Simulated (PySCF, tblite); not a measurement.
Isomers of C7H11NOSi, one GFN2-xTB conformer each. Single-point energies are computed at PBE0/pcSseg-1 (PySCF, gas phase, no added dispersion term), electronic only.

Question: Rank them by PBE0/pcSseg-1 energy, lowest first (kJ/mol).
A. `[CH3:1][CH2:2][CH2:3]/[CH:4]=[CH:5]\[Si@@H:6]([C:7]#[N:8])[CH:9]=[O:10]` with C1–C2–C3–C4 64°, C2–C3–C4–C5 -126°, C4–C5–Si6–C7 53°, C5–Si6–C9–O10 13°
B. `[CH2:1]=[C:2]1[CH2:3][C@:4]([C:5]#[N:6])([O:7][CH2:8][CH3:9])[SiH2:10]1` with C3–C4–O7–C8 -179°, C4–O7–C8–C9 172°
C. `[CH2:1]=[CH:2][CH2:3][CH2:4][c:5]1[cH:6][n:7][o:8][c:9]1[SiH3:10]` with C1–C2–C3–C4 116°, C2–C3–C4–C5 -63°, C3–C4–C5–C6 -83°
D. `[CH2:1]=[CH:2][C@@:3]1([C:4]#[N:5])[CH2:6][CH2:7][SiH2:8][O:9][CH2:10]1` with C1–C2–C3–C4 121°, C2–C3–C6–C7 59°, C3–C6–C7–Si8 55°, C6–C7–Si8–O9 -36°, C7–Si8–O9–C10 33°

Answer: D (0.0), A (88.5), C (181.0), B (186.8).

As drawn, the lowest has an Si–O bond and a quaternary carbon, which the highest lacks; the highest has a four-membered ring, which the lowest lacks. Neighbours under 10 kJ/mol apart (C=CCCc1cnoc1[SiH3] and C=C1C[C@](C#N)(OCC)[SiH2]1) can change places with a better method, another conformer or zero-point energy. GFN2-xTB itself gives, in the same order: 0.0, 293.9, 138.8, 218.5. Both levels put the same isomer lowest; measured from each level's own lowest isomer, the values differ by up to 205.4 kJ/mol (CCC/C=C\[Si@@H](C#N)C=O: 293.9 against 88.5).

Which frontier levels, dipoles and rotational constants go with these structures?

```csv
SMILES,"HOMO (eV, PBE0/pcSseg-1)",LUMO (eV),dipole (D),"A, B, C (MHz)"
C=C[C@@]1(C#N)CC[SiH2]OC1,-7.98,-0.40,3.60,"1850, 909.2, 843.6"
CCC/C=C\[Si@@H](C#N)C=O,-7.43,-2.01,2.93,"1669, 668.7, 548.0"
C=CCCc1cnoc1[SiH3],-7.36,-0.71,3.32,"1337, 1012, 758.2"
C=C1C[C@](C#N)(OCC)[SiH2]1,-7.42,-1.03,3.47,"1698, 786.0, 671.1"
```

What happens when harmonic zero-point energies from GFN2-xTB frequencies are added?

| SMILES | ZPE (kJ/mol) | electronic (kJ/mol) | with ZPE (kJ/mol) |
| --- | --- | --- | --- |
| C=C[C@@]1(C#N)CC[SiH2]OC1 | 426.1 | 0.0 | 0.0 |
| CCC/C=C\[Si@@H](C#N)C=O | 420.8 | 88.5 | 83.1 |
| C=CCCc1cnoc1[SiH3] | 417.0 | 181.0 | 171.8 |
| C=C1C[C@](C#N)(OCC)[SiH2]1 | 417.3 | 186.8 | 178.0 |

The zero-point energies span 9.1 kJ/mol. The order is unchanged.
